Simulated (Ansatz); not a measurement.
Compare A (`O[SiH2]/C(O)=C/S`) with its isomer B (`O=COC[SiH2]S`).

Gas-phase electronic energies from Ansatz, PBE0-D4/def2-TZVP geometries. CCSD(T)/CBS is the MP2 limit (def2-TZVPP, def2-QZVPP) plus CCSD(T) − MP2 in def2-TZVPP, frozen cores. Functionals use def2-TZVPP. B3LYP here is the variant with VWN-RPA as its local correlation; programs differ in this. One conformer a species, not always the lowest.

A:

Z-matrix (Å, degrees):
```
Si
C 1 1.879
O 1 1.643 2 111.2
H 1 1.479 2 108.2 3 117.4
H 1 1.487 2 107.9 3 -122.3
C 2 1.341 1 122.5 3 -124.0
O 2 1.348 1 114.2 3 56.6
H 3 0.959 1 117.3 2 -58.1
S 6 1.765 2 120.3 1 -174.5
H 6 1.082 2 120.9 1 1.0
H 7 0.976 2 107.2 1 179.8
H 9 1.347 6 98.4 2 -104.0
```

B:

Z-matrix (Å, degrees):
```
C
Si 1 1.892
O 1 1.438 2 111.1
H 1 1.093 2 110.5 3 122.3
H 1 1.091 2 110.4 3 -117.3
S 2 2.140 1 105.6 3 -169.6
H 2 1.483 1 109.3 3 -47.7
H 2 1.485 1 110.6 3 72.5
C 3 1.332 1 116.1 2 91.0
H 6 1.342 2 94.0 1 -147.0
O 9 1.196 3 126.0 1 0.2
H 9 1.099 3 108.9 1 179.9
```

(1) Which isomer does CCSD(T)/CBS put lower? Give the gap. (An estimate is asked.)

(2) Give E(B) − E(A) in kJ/mol with ωB97M-V, B3LYP-D4, PBE-D4, r2SCAN-D4, CCSD/def2-TZVPP, PBE0-D4, B3LYP. (An estimate is asked.)

Largest T1 diagnostic: 0.015.

## Answers

(1) The calculation gave: A, by 24.6 kJ/mol.

(2) Computed: ωB97M-V 15.0, B3LYP-D4 14.2, PBE-D4 7.4, r2SCAN-D4 10.7, CCSD/def2-TZVPP 16.7, PBE0-D4 11.6, B3LYP 12.2. None reverses the order clearly.

In def2-TZVPP, CCSD(T) changes the Hartree–Fock value by +14.0 kJ/mol (the triples alone add +0.5 kJ/mol) and MP2 by +21.8 kJ/mol. From PBE to PBE0 (25 % exact exchange), in def2-TZVPP and without D4, E(B) − E(A) moves by +4.4 kJ/mol.
